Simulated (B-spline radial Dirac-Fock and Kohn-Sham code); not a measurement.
# The K (1s) hole of thallium ions: width and yield against charge

Level of theory: independent-particle rates on relativistic LDA orbitals of the hole state (multipoles up to L = 3, Coulomb Auger matrix elements, transition energies from Dirac-Fock); an atomic code on a B-spline grid. Tabulated ground configurations, configuration averages; single configurations, so decays that open only by mixing (as 1s 2s² with 1s 2p² in Be-like ions) are missing and such tiny yields are far too low.

```tsv
ion	configuration	radiative (eV)	non-radiative (eV)	yield
Tl	[Xe] 4f14 5d10 6s2 6p1	54.1	1.72	0.969
Tl⁺	[Xe] 4f14 5d10 6s2	54.1	1.72	0.969
Tl²⁺	[Xe] 4f14 5d10 6s1	54.1	1.72	0.969
Tl³⁺	[Xe] 4f14 5d10	54.1	1.72	0.969
Tl⁴⁺	[Xe] 4f14 5d9	54.1	1.72	0.969
Tl⁵⁺	[Xe] 4f14 5d8	54.1	1.72	0.969
Tl⁶⁺	[Xe] 4f14 5d7	54.1	1.72	0.969
Tl⁷⁺	[Xe] 4f14 5d6	54.1	1.72	0.969
```

Values without a named source are computed, but for edge energies of neutral atoms, which are taken from tables.
